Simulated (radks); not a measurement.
The numbers below are computed, except where a source is named.
All-electron atom: the phosphorus ion P8+ in [He] 2s2 2p2 5f1 (not the ground configuration). Level of theory: scalar-relativistic Kohn-Sham, SCAN, spin-polarised, spherical densities, finite nucleus; open shells are filled with parallel spins first; meta-GGA in the generalised Kohn-Sham scheme; Fermi nuclear charge, rms radius 3.1889 fm (a radial shooting solver on a logarithmic mesh with Libxc functionals). Some entries of the table are withheld. Estimate them.

orbital  occ.  eigenvalue (eV)  <1/r> (bohr^-1)  r(max) (bohr)
1s up       1              (1)              (2)        0.06762
1s down     1              (3)              (4)        0.06752
2s up       1        -432.4567            3.202         0.3906
2s down     1        -418.0039            3.133         0.3948
2p up       2              (5)            3.109         0.3196
5f up       1         -41.6411           0.3625          3.633

Answer. 
(1) 1s up eigenvalue (eV): -2425.389
(2) 1s up <1/r> (bohr^-1): 14.67
(3) 1s down eigenvalue (eV): -2417.826
(4) 1s down <1/r> (bohr^-1): 14.72
(5) 2p up eigenvalue (eV): -391.7633
